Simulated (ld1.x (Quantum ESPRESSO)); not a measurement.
## Hg: variants of one RRKJ potential

Base potential:

mercury (Hg), norm-conserving RRKJ (Kleinman–Bylander form), made with ld1.x (Quantum ESPRESSO) 7.5 (LDA (PZ), fully relativistic). Core [Kr] 4d10 4f14 5s2, reference 5p6 5d10 6s2 6p0. Waves: 6s (bound): rc 1.95 bohr; 5p (bound): rc 1.70 bohr; 5d (bound): rc 1.80 bohr. Local part: all-electron potential smoothed inside 1.65 bohr (lloc = -1). Core correction: none. rho0 = 0.005.

Open shells are filled in proportion to 2j + 1 (rel_dist='average').

Cutoffs, loose and tight: the cutoffs (Ry, on a coarse ladder) from which the occupation-weighted sum of valence levels, in a spherical-Bessel basis at the reference potential, stays within 10 and 1 mRy of its value at 400 Ry. They do not see the model core or the augmentation charge, which bear on the density cutoff. Test errors are all-electron minus pseudo excitation energies from the reference, over the configurations 5p6 5d10 6s1 6p0; 5p6 5d10 6s0 6p0; 5p6 5d9 6s0 6p0; 5p6 5d10 6s0 6p1; 5p6 5d9 6s2 6p1; 5p6 5d10 6s0 6p2; 5p6 5d10 6s1 6p1. A dash means not determined; rows that change the core or the reference have their own tests.

A true bound ghost makes a file unfit for plane-wave use even where its test errors are small: the radial tests pick states by their node count and pass the ghost by.

```csv
change,outcome,"cutoff, loose","cutoff, tight",bound ghosts,largest test error (meV)
base,generated,45 Ry,50 Ry,s,-309
"core [Xe] 4f14, valence charge 12; reference 5d10 6s2 6p0; waves now 6s (bound): rc 1.70 bohr; 6p (bound): rc 3.25 bohr; 5d (bound): rc 1.20 bohr; local potential all-electron potential smoothed inside 2.05 bohr (lloc = -1)",failed: compute_chi: n is too large,–,–,–,–
wave 6s (bound): rc 1.95 bohr becomes 6s (bound): rc 2.40 bohr,generated,45 Ry,50 Ry,s,-307
core correction a·sin(br)/r model core inside 1.10 bohr,generated,45 Ry,50 Ry,s,-311
```

(1) What comes out with this change to the base: reference 5p6 5d10 6s1.5 6p0.5?

(2) What comes out with this change to the base: wave 5d (bound): rc 1.80 bohr becomes 5d (bound): rc 1.98 bohr?

(3) What comes out with this change to the base: local potential the s channel?

Results:

(1) outcome: generated, misses its reference levels by 0.34 eV; cutoff, loose: 45 Ry; cutoff, tight: 50 Ry; bound ghosts: s; largest test error (meV): +262.

(2) outcome: generated; cutoff, loose: 40 Ry; cutoff, tight: 50 Ry; bound ghosts: s; largest test error (meV): -308.

(3) outcome: generated; cutoff, loose: 45 Ry; cutoff, tight: 50 Ry; bound ghosts: none; largest test error (meV): -1687.
